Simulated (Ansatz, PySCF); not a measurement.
System: fluoro selenohypofluorite, SeF₂, charge 0, multiplicity 1. 
Geometry from a B3LYP-D3(BJ)/def2-TZVP (Ansatz, a program for electronic structure) optimisation:
```
Se
F 1 1.7472
F 1 1.7472 2 96.84
```

Dipole moments at this geometry, in debye (magnitudes).

| level | program | dipole (D) |
|---|---|---|
| BLYP/def2-TZVPD | Ansatz | 1.83 |
| TPSS/def2-TZVPD | PySCF | 1.75 |
| B3LYP/def2-TZVPD | Ansatz | 1.99 |
| PBE0/def2-TZVPD | PySCF | 1.94 |
| BHLYP/def2-TZVPD | Ansatz | 2.18 |
| r2SCAN0/def2-TZVPD | Ansatz | 1.96 |
| CAM-B3LYP/def2-TZVPD | Ansatz | 2.08 |
| wB97X-V/def2-TZVPD | Ansatz | 2.01 |
| CCSD(T)/aug-cc-pVDZ | Ansatz | [?] |

Complete the blanks.


- CCSD(T)/aug-cc-pVDZ, dipole (D): 2.03
